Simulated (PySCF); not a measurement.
Ge(H)3(SMe) (CH6GeS), SMILES C[S][GeH3]. Atoms are numbered in the order given.

```xyz
9

Ge     0.1023     0.9918     0.0000
S     -0.7583    -1.0634     0.0000
C      0.7909    -2.0482     0.0000
H     -1.0949     1.9519     0.0000
H      0.9726     1.2085    -1.2537
H      0.9726     1.2085     1.2537
H      1.3895    -1.8504     0.9009
H      0.4836    -3.1029     0.0000
H      1.3895    -1.8504    -0.9009
```
Charge 0, spin multiplicity 1.

Coordinates come from a TPSSh-D3(BJ)/def2-SVP optimisation.

Level of theory: ωB97X/def2-TZVPD in PySCF.

Mulliken values depend strongly on the basis, most of all with diffuse functions as here. ESP charges are fitted to the potential on shells at 1.4 to 2.0 van der Waals radii. Atomic charges (e):

| atom | Mulliken | ESP fit |
|---|---|---|
| Ge1 | 0.21 | 0.04 |
| S2 | -0.30 | -0.17 |
| C3 | -0.68 | -0.46 |
| H4 | -0.01 | 0.03 |
| H5 | -0.01 | 0.01 |
| H6 | -0.01 | 0.01 |
| H7 | 0.27 | 0.17 |
| H8 | 0.24 | 0.20 |
| H9 | 0.27 | 0.17 |
